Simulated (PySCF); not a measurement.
Hf(F)3(OH)(OH2) (F₃H₃HfO₂), SMILES [OH][Hf](<-[OH2])([F])([F])[F], multiplicity 1.

Geometry: B3LYP-D3(BJ)/def2-SVP. The spin state was assumed, not searched. The def2 effective core potentials stand for the cores of Hf; spin–orbit coupling is left out. One conformer was computed; it need not be the lowest.

All values below come from ωB97X/def2-TZVP in PySCF.

Symmetry labels are those of the subgroup Cs that the program uses (full group Cs).

Computed valence orbital energies around the gap with their symmetry:
```csv
orbital,symmetry,energy (eV)
HOMO−7,A",-14.26
HOMO−6,A',-13.85
HOMO−5,A",-13.70
HOMO−4,A',-13.67
HOMO−3,A",-13.59
HOMO−2,A',-13.25
HOMO−1,A',-11.93
HOMO,A",-11.92
LUMO,A',1.53
LUMO+1,A',2.65
LUMO+2,A",2.67
LUMO+3,A',2.92
```
